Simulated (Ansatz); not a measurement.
BH7O2SSi2, SMILES `[SiH3]OB(S)O[SiH3]`, relaxed with RKS PBE0-D4/def2-TZVP in Ansatz 0.2.0 from a GFN2-xTB geometry. The force threshold is 0.005 eV/Å; the program also tests the step.

Total charge 0; spin multiplicity 1.

Start:

```xyz
13

Si    1.046    1.778   -0.936
O    -0.411    1.113   -0.697
B    -1.170    0.146   -0.200
S    -2.970    0.280   -0.440
O    -0.712   -0.915    0.467
Si    0.588   -1.697    1.041
H     1.986    1.339    0.098
H     0.763    3.207   -0.855
H     1.471    1.326   -2.260
H    -3.293   -0.840    0.194
H    -0.005   -2.965    1.455
H     1.126   -0.919    2.157
H     1.580   -1.851   -0.023
```

Task: By how much does the energy fall, and how many steps does the optimiser take? (Best estimate.)

Result: Computed: 17.73 kJ/mol, in 26 steps, 3 of them rejected.

Task: Which bonds change most? (An estimate is asked.)

Result: The calculation gave: O2–B3 from 1.326 to 1.356 Å; Si1–O2 from 1.619 to 1.643 Å; O5–Si6 from 1.622 to 1.646 Å; B3–O5 from 1.334 to 1.358 Å.

Task: Give the relaxed structure. (Best estimate.)

Result: Computed: 
```xyz
13

Si    1.016    1.642   -0.893
O    -0.514    1.045   -0.844
B    -1.291    0.143   -0.193
S    -3.088    0.322   -0.429
O    -0.808   -0.849    0.597
Si    0.616   -1.592    0.958
H     1.716    1.368    0.390
H     0.923    3.105   -1.107
H     1.757    1.010   -2.011
H    -3.421   -0.730    0.334
H     0.332   -3.034    1.144
H     1.172   -1.018    2.207
H     1.588   -1.412   -0.153
```
